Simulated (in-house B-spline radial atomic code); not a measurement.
A calculation on O2+ (an excited or competing configuration): its settings, and results tabulated from the run. Level of theory: Dirac-Hartree-Fock, average of configuration, Fermi nucleus of rms radius 2.6991 fm; calculated with an all-electron radial atomic-structure program (B-spline basis).

Command:
```bash
python run_scf.py task.json out
```
Settings (nuclear radius in fm, mass in u):
```
Z                8
configuration    [He] 2s2 2p1 4d1
hamiltonian      dirac
method           hf
spin_polarised   False
nucleus          fermi
rms_radius       2.6991
atomic_mass      15.99491
speed_of_light   137.035999084
```

Output (hartree, bohr):
```
 radial grid: 75 intervals, B-splines of order 8, outer radius 38.5185 bohr

 iter        energy (Eh)    residual
    1        -70.0758369    2.26e-01
    2        -71.4306344    1.42e-02
    3        -71.4389203    8.53e-03
    4        -71.4410553    5.09e-03
    5        -71.4418303    1.00e-03
    6        -71.4418427    1.01e-04
    7        -71.4418429    3.01e-06
    8        -71.4418429    2.06e-07

 total energy                      -71.441843
 kinetic                             71.55541
 electron-nucleus                  -159.04579
 electron-electron                   16.04854

 first-order corrections (not in the total)
   Gaunt                            0.00728
   retardation                     -0.00018
   frequency dependence            -0.00000
   self-energy                      0.00511
   Uehling                         -0.00025
   Wichmann-Kroll                   0.00000
   recoil                           0.00237

 orbital      occ     eigenvalue          <r>       <r^2>       <1/r>     <1/r^3>       r_max    small
 1s1/2      2.000      -23.16706     0.197579   0.0525057     7.67292           -      0.1291  7.82e-04
 2s1/2      2.000       -3.05214     0.983073     1.13907      1.4624           -      0.8085  1.12e-04
 2p1/2      0.333       -2.66579     0.909815       1.014     1.41075           -      0.6997  1.06e-04
 2p3/2      0.667       -2.66374     0.910579     1.01555     1.40904     8.37738      0.7003  1.06e-04
 4d3/2      0.400       -0.29047      6.70891     51.7314    0.200475   0.0409968        6.78  8.60e-06
 4d5/2      0.600       -0.29046      6.70917     51.7351    0.200461   0.0409689       6.781  8.60e-06
```

Run time, properties included: 1 s on 1 thread of Arm Neoverse V1 (shared host).

For the Dirac Hamiltonian the kinetic term is c α·p + (β - 1)c².
